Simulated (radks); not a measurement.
Calculated with a radial shooting solver on a logarithmic mesh with Libxc functionals: non-relativistic Kohn-Sham, LDA (Slater exchange, VWN5 correlation), spin-polarised, spherical densities, point nucleus; open shells are filled with parallel spins first (spin-orbit coupling, left out, can overturn this in heavy ions). Response by self-consistent Sternheimer equations with the Hartree and adiabatic LDA kernel. Rank Rb3+, Rb, Rb+, Rb6+, Rb5+, Rb4+, Rb2+ (NIST ground configurations) by static dipole polarisability, largest first.

Answer. Rb 300.5, Rb+ 9.511, Rb2+ 6.739, Rb3+ 5.058, Rb4+ 3.952, Rb5+ 3.202, Rb6+ 2.653 bohr^3.
